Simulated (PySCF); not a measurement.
Compound: FH5SeSi2.
Numbering: `[F:1][SiH2:2][Se:3][SiH3:4]` (hydrogens: H5, H6 on Si2; H7, H8, H9 on Si4)

Level of theory: PBE0-D3(BJ)/def2-SVP geometry optimisation, gas phase in PySCF.

Some entries are withheld. Bonds in one row agree within 0.01 Å.

| coordinate | value |
| --- | --- |
| F1–Si2 | ? |
| Si2–Se3 | ? |
| Se3–Si4 | 2.298 Å |
| Si2–H5, Si2–H6 | 1.486 Å |
| Si4–H7, Si4–H8, Si4–H9 | 1.491 Å |
| F1–Si2–Se3 | 110.3° |
| F1–Si2–H5 | 109.2° |
| F1–Si2–H6 | 106.2° |
| Se3–Si2–H5 | ? |
| Se3–Si2–H6 | ? |
| H5–Si2–H6 | 112.6° |
| Si2–Se3–Si4 | 94.6° |
| Se3–Si4–H7 | ? |
| Se3–Si4–H8 | ? |
| Se3–Si4–H9 | ? |
| H7–Si4–H8 | 109.8° |
| H8–Si4–H9 | 110.5° |

**Question.** Estimate the withheld lengths and angles.

**Answer.** 
- F1–Si2 = 1.626 Å, drawn single (silicon-bound fluorine to fluorine-bound silicon); 0.05 Å below the sum of covalent radii, 1.68 Å.
- Si2–Se3 = 2.260 Å, drawn single (ends: fluorine-bound silicon; selenium bonded to 2 Si); 0.05 Å below the sum of covalent radii, 2.31 Å.
- Se3–Si2–H5 = 106.8°, at the fluorine-bound silicon; the outer atoms are 3.043 Å apart.
- Se3–Si2–H6 = 111.7°, at the fluorine-bound silicon; the outer atoms are 3.131 Å apart.
- Se3–Si4–H7 = 111.1°, at the SiH3 silicon; the outer atoms are 3.157 Å apart.
- Se3–Si4–H8 = 106.4°, at the SiH3 silicon; the outer atoms are 3.071 Å apart.
- Se3–Si4–H9 = 109.2°, at the SiH3 silicon; the outer atoms are 3.124 Å apart.

Radii are Cordero's.

No frequency check. One conformer, not necessarily the lowest (F1–Si2–Se3–Si4 -55°).
